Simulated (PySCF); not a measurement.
Ga(H)2(OH) (GaH3O), SMILES [OH][GaH2]. Atoms are numbered in the order given.

```xyz
5

Ga    -0.0052     0.3654     0.0000
H      1.3884     1.0748     0.0000
H     -1.4507     0.9877     0.0000
O      0.1217    -1.4403     0.0000
H     -0.7502    -1.8687     0.0000
```
Charge 0, spin multiplicity 1.

Geometry: PBE-D3(BJ)/def2-TZVP.

Vertical ionisation energy (IE) and electron affinity (EA) in eV. Rows of orbital energies are one-electron estimates. Where ΔSCF, EOM or ADC give a negative EA the extra electron is unbound and the value depends on the basis.

| level | IE | EA |
|---|---|---|
| −ε(HOMO), −ε(LUMO), r2SCAN/def2-TZVPD (PySCF) | 7.58 | 1.74 |
| −ε(HOMO), −ε(LUMO), M06-2X/def2-TZVPD (PySCF) | 9.86 | 0.76 |
